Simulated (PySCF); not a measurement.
Mayer bond orders and bond lengths

C4H6O2Si.
SMILES with atom numbers: `[O:1]=[CH:2][O:3][C:4]1=[CH:5][C@H:6]1[SiH3:7]` (hydrogens: H8 on C2; H9 on C5; H10 on C6; H11, H12, H13 on Si7)

Structure used (GFN2-xTB), in Å, numbered top down from 1:
```xyz
13
C4H6O2Si angstrom
O      2.991   -1.126    0.160
C      2.795   -0.062   -0.339
O      1.606    0.465   -0.659
C      0.495   -0.252   -0.406
C     -0.106   -1.315    0.029
C     -0.997   -0.191   -0.511
Si    -2.024    0.908    0.635
H      3.573    0.666   -0.620
H     -0.085   -2.287    0.450
H     -1.412   -0.348   -1.508
H     -1.406    0.906    1.961
H     -3.382    0.369    0.699
H     -2.053    2.267    0.091
```

Bond orders from the PBE0/pcSseg-1 density (PySCF). Isolated species at its GFN2-xTB geometry (one conformer only).

Problem. How far do the computed orders between heavy atoms stray from the drawn ones?

Solution. The largest departure is 0.277, at C4–C5 (drawn double, 1.723). Drawn single, order below 0.88: C5–C6 (0.839) and C6–Si7 (0.875).

Problem. Set the Mayer orders of the bonds between heavy atoms beside their lengths.

Solution. 
```json
{"bond": "O1–C2", "drawn as": "double", "length (Å)": "1.192", "Mayer order": "2.023"}
{"bond": "C2–O3", "drawn as": "single", "length (Å)": "1.339", "Mayer order": "1.039"}
{"bond": "O3–C4", "drawn as": "single", "length (Å)": "1.346", "Mayer order": "0.973"}
{"bond": "C4–C5", "drawn as": "double", "length (Å)": "1.296", "Mayer order": "1.723"}
{"bond": "C5–C6", "drawn as": "single", "length (Å)": "1.532", "Mayer order": "0.839"}
{"bond": "C6–Si7", "drawn as": "single", "length (Å)": "1.891", "Mayer order": "0.875"}
{"bond": "C6–C4", "drawn as": "single", "length (Å)": "1.497", "Mayer order": "0.988"}
```

Bonds between the same two heavy elements. C–O: lowest O3–C4 (0.973, 1.346 Å), highest O1–C2 (2.023, 1.192 Å). C–C: lowest C5–C6 (0.839, 1.532 Å), highest C4–C5 (1.723, 1.296 Å).

Problem. And the bonds to hydrogen?

Solution. C–H: 0.93 to 1.02 (3 bonds); H–Si: 0.94 (3 bonds).

Problem. Sum the orders of all bonds at each heavy atom with more than one neighbour and set the sums beside the valence in the SMILES.

Solution. C2 4.008 (drawn 4), O3 2.012 (drawn 2), C4 3.684 (drawn 4), C5 3.580 (drawn 4), C6 3.631 (drawn 4), Si7 3.701 (drawn 4). Orders between atoms that aren't bonded are not in these sums.

Mayer orders depend on the basis set.
